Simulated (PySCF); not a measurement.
Species: C₄H₂F₅O (charge +1).
Atom-mapped SMILES: `[O+:1]#[C:2][CH2:3][C:4]([F:5])([F:6])[C:7]([F:8])([F:9])[F:10]` (hydrogens: H11, H12 on C3)

Level: PBE0/def2-SVPD in PySCF, non-relativistic, on one gas-phase PBE0-D3(BJ)/def2-SVP geometry that isn't relaxed in the solvent. The solvent is an IEF-PCM continuum (van der Waals radii × 1.2), and excitations are vertical TDDFT with non-equilibrium linear response and a frozen core. Only the electrostatic response of the medium enters.

Gas-phase singlets (H = HOMO, L = LUMO):

```tsv
state	E (eV)	λ (nm)	f	leading configurations
S1	5.959	208	0.041	H→L 86%, H→L+1 12%
S2	6.103	203	0.020	H→L+1 86%, H→L 12%
S3	7.382	168	0.000	H-1→L 94%
S4	7.674	162	0.001	H-1→L+1 77%, H-3→L 14%
S5	7.712	161	0.004	H-2→L 89%
```

Task: What are the lowest 5 singlets in benzene (ε = 2.271)?

Result: 
| state | E (eV) | λ (nm) | f | leading configurations | change by rank (eV) |
| --- | --- | --- | --- | --- | --- |
| S1 | 6.297 | 197 | 0.066 | H→L 93% | +0.338 |
| S2 | 6.464 | 192 | 0.015 | H→L+1 93% | +0.361 |
| S3 | 7.831 | 158 | 0.003 | H-1→L 76%, H-3→L 12% | +0.449 |
| S4 | 7.966 | 156 | 0.020 | H-2→L 60%, H-1→L 18%, H-3→L 9% | +0.292 |
| S5 | 8.122 | 153 | 0.002 | H-3→L 72%, H-2→L 20% | +0.410 |

Task: What are the lowest 5 singlets in dichloromethane (ε = 8.93)?

Result: 
```tsv
state	E (eV)	λ (nm)	f	leading configurations	change by rank (eV)
S1	6.593	188	0.072	H→L 94%	+0.634
S2	6.774	183	0.012	H→L+1 94%	+0.671
S3	8.052	154	0.010	H-2→L 49%, H-1→L 30%	+0.670
S4	8.286	150	0.004	H-1→L 62%, H-2→L 26%	+0.612
S5	8.459	147	0.002	H-3→L 58%, H-7→L 19%, H-4→L 8%	+0.747
```

Task: How do the frontier levels move from gas to dichloromethane?

Result: 
```json
{"orbital": "LUMO+2", "gas (eV)": "-4.88", "solvent (eV)": "-0.40", "change (eV)": "+4.48"}
{"orbital": "LUMO+1", "gas (eV)": "-8.40", "solvent (eV)": "-3.75", "change (eV)": "+4.65"}
{"orbital": "LUMO", "gas (eV)": "-8.65", "solvent (eV)": "-4.07", "change (eV)": "+4.58"}
{"orbital": "HOMO", "gas (eV)": "-15.73", "solvent (eV)": "-11.81", "change (eV)": "+3.92"}
{"orbital": "HOMO-1", "gas (eV)": "-17.12", "solvent (eV)": "-13.46", "change (eV)": "+3.66"}
{"orbital": "HOMO-2", "gas (eV)": "-17.51", "solvent (eV)": "-13.59", "change (eV)": "+3.92"}
{"orbital": "HOMO-3", "gas (eV)": "-17.63", "solvent (eV)": "-13.73", "change (eV)": "+3.90"}
```

The HOMO–LUMO gap goes from 7.08 to 7.74 eV. Rows go by rank; for HOMO-3 and HOMO-2 the atom shares or the degeneracy differ between the runs, so the row needn't follow one orbital.

Shape of the structure used: `[O+:1]#[C:2][CH2:3][C:4]([F:5])([F:6])[C:7]([F:8])([F:9])[F:10]`: C2–C3–C4–F5 -51°, C3–C4–C7–F8 64°.
